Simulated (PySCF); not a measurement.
Orbital energies and ionisation energy

Species: C₆H₁₁F₃Ge.
Atom-mapped SMILES: `[CH3:1][C@@H:2]1[CH2:3][GeH2:4][CH2:5][C@@H:6]1[C:7]([F:8])([F:9])[F:10]` (hydrogens: H11, H12, H13 on C1; H14 on C2; H15, H16 on C3; H17, H18 on Ge4; H19, H20 on C5; H21 on C6)

Cartesian coordinates in Å at the PBE0-D3(BJ)/def2-SVP level; atoms count from 1:
```xyz
21
C6H11F3Ge angstrom
C      1.906    1.202   -0.047
C      0.954    0.038    0.201
C      0.785   -0.873   -1.027
Ge    -0.763   -2.000   -0.575
C     -1.241   -0.887    0.987
C     -0.429    0.405    0.800
C     -1.229    1.413   -0.002
F     -1.515    0.973   -1.239
F     -2.399    1.680    0.592
F     -0.595    2.582   -0.139
H      1.999    1.850    0.838
H      2.908    0.818   -0.290
H      1.576    1.828   -0.888
H      1.408   -0.583    0.996
H      0.564   -0.283   -1.929
H      1.700   -1.450   -1.222
H     -0.381   -3.434   -0.156
H     -1.842   -2.061   -1.669
H     -0.900   -1.403    1.897
H     -2.315   -0.694    1.107
H     -0.269    0.905    1.771
```

Level: B3LYP/def2-SVPD (PySCF). Frontier orbitals with their largest atomic shares (Löwdin; up to four atoms above 4 %):

```json
{"orbital": "HOMO−3", "ε (eV)": "-9.16", "main atoms": "C2 19 %, H14 13 %, C1 10 %, C6 10 %"}
{"orbital": "HOMO−2", "ε (eV)": "-8.89", "main atoms": "Ge4 34 %, H17 22 %, H18 20 %, C3 7 %"}
{"orbital": "HOMO−1", "ε (eV)": "-8.51", "main atoms": "Ge4 25 %, C5 18 %, H18 9 %, H17 9 %"}
{"orbital": "HOMO", "ε (eV)": "-7.95", "main atoms": "?"}
{"orbital": "LUMO", "ε (eV)": "0.03", "main atoms": "Ge4 19 %, H14 10 %, H21 8 %, C2 7 %"}
{"orbital": "LUMO+1", "ε (eV)": "0.28", "main atoms": "Ge4 30 %, H17 10 %, H18 10 %, C5 10 %"}
{"orbital": "LUMO+2", "ε (eV)": "0.59", "main atoms": "Ge4 31 %, H18 16 %, H17 11 %, C5 6 %"}
```

Problem. What vertical ionisation energy does ΔSCF give, and how far is −ε(HOMO) from it?

Solution. ΔSCF: 9.98 eV (963 kJ/mol; threshold wavelength 124 nm); ⟨S²⟩ of the doublet left behind is 0.755, against 0.75 for a pure doublet. −ε(HOMO) is 7.95 eV, 2.03 eV below it. For the exact functional −ε(HOMO) would equal the first vertical ionisation energy; B3LYP (global hybrid, 20 % exact exchange) falls short of its own ΔSCF value by 20 %.

Problem. On which atoms does the HOMO lie?

Solution. C3 (sp3 carbon bound to germanium) 30 %, Ge4 (germanium bonded to 2 C and 2 H) 23 %, C5 (sp3 carbon bound to germanium) 19 %, C2 (sp3 CH carbon) 4 %, so no atom holds as much as 40 %. The HOMO−1 lies 0.56 eV lower.

Problem. What kinetic energy would electrons from this vertical process carry with He II light (40.814 eV)?

Solution. 40.81 − 9.98 = 30.83 eV.

Problem. What total energies stand behind the ΔSCF value?

Solution. E(N) = -2611.22734 Eh and E(N − 1) = -2610.86062 Eh at the same geometry, 0.36672 Eh apart.

Geometry: PBE0-D3(BJ)/def2-SVP, one conformer, isolated molecule. The calculation is non-relativistic, for germanium too.

These values come from a run that also computed excited states and ΔSCF ions. On Arm Neoverse V1, one thread, no GPU, shared host with 32 logical CPUs at a one-minute load of 32, this took 16 min of wall time and 1.5 GiB of memory at its peak.
